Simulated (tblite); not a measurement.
Compound: C7H13ClO2.
Structure used (GFN2-xTB), in Å, numbered top down from 1:
```xyz
23
C7H13ClO2 angstrom
C     -1.863   -1.381    0.070
C     -1.221   -0.326   -0.823
C     -0.373    0.708   -0.058
C      0.137    1.778   -1.035
C      0.829    0.040    0.633
O      1.572   -0.676   -0.324
C      2.683   -1.328    0.230
C     -1.193    1.379    1.010
O     -0.978    1.428    2.175
Cl    -2.624    2.200    0.372
H     -1.113   -2.016    0.533
H     -2.458   -0.919    0.856
H     -2.517   -2.015   -0.524
H     -0.562   -0.808   -1.546
H     -2.002    0.206   -1.368
H      0.840    1.310   -1.719
H     -0.684    2.207   -1.601
H      0.648    2.575   -0.498
H      0.482   -0.632    1.431
H      1.456    0.813    1.104
H      2.380   -2.045    1.004
H      3.386   -0.613    0.673
H      3.171   -1.860   -0.584
```

All values are computed: GFN2-xTB (tblite) harmonic vibrations without scaling, gas phase. Errors from tens to a few hundred cm⁻¹ against measured bands are possible. One conformer, not necessarily the lowest.

Harmonic wavenumbers (cm⁻¹): 44.8, 51.5, 80.7, 100.7, 114.7, 170.0, 209.7, 220.4, 232.6, 258.8, 265.1, 288.4, 350.6, 356.6, 420.8, 448.9, 529.3, 651.2, 652.3, 809.3, 819.7, 927.8, 957.0, 977.8, 1008.4, 1033.3, 1059.0, 1095.2, 1123.5, 1131.0, 1154.3, 1165.4, 1202.9, 1220.0, 1249.9, 1273.1, 1337.2, 1348.8, 1396.8, 1409.1, 1416.7, 1465.4, 1468.1, 1482.4, 1486.2, 1490.1, 1496.2, 1498.6, 1514.2, 1818.2, 2855.2, 2895.8, 2896.6, 2920.6, 2993.5, 3008.0, 3031.1, 3031.6, 3032.9, 3041.7, 3051.1, 3054.1, 3055.5.

A = 1860, B = 686.0, C = 650.7 MHz; mass 164.060 u (most abundant isotopes); point group C1, symmetry number 1.

**Question.** Zero-point energy?

**Answer.** Half the sum of the wavenumbers: 41575 cm⁻¹ = 118.87 kcal/mol.

**Question.** Give the ideal-gas entropy at 298.15 K and 1 bar in the rigid-rotor, harmonic-oscillator model (classical rotation).

**Answer.** Translation 41.22, rotation 30.34, vibration 40.28: S = 111.8 cal/(mol K).

**Question.** And Cp and H(298.15 K) − H(0)?

**Answer.** Cp = 45.99 cal/(mol K), of which vibrations give 38.04 (their classical limit is 63 R = 125.2); H(298.15 K) − H(0) = 8.54 kcal/mol without the zero-point energy, 6.17 from vibrations.

**Question.** Which modes carry the vibrational entropy at 298.15 K?

**Answer.** 44.8 cm⁻¹: 5.03; 51.5 cm⁻¹: 4.76; 80.7 cm⁻¹: 3.87; 100.7 cm⁻¹: 3.44; 114.7 cm⁻¹: 3.19; 170.0 cm⁻¹: 2.44 cal/(mol K); the other 57 give 17.55 together.

**Question.** What must be added to the electronic energy to get the Gibbs energy at 298.15 K and 1 bar?

**Answer.** ZPE + [H(298.15 K) − H(0)] − T·S = 118.87 + 8.54 − 33.34 = 94.07 kcal/mol.

Hindered rotation and anharmonicity are outside this model. Other conformers, if any are populated, would add a mixing term that is left out. The structure is chiral; the term R ln 2 for an equal mix with its mirror image is left out.

On Intel Xeon 6975P-C, one thread, shared host with 32 logical CPUs at a one-minute load of 6.0, this took 0.92 s wall. This covers the Hessian and the dipole derivatives.
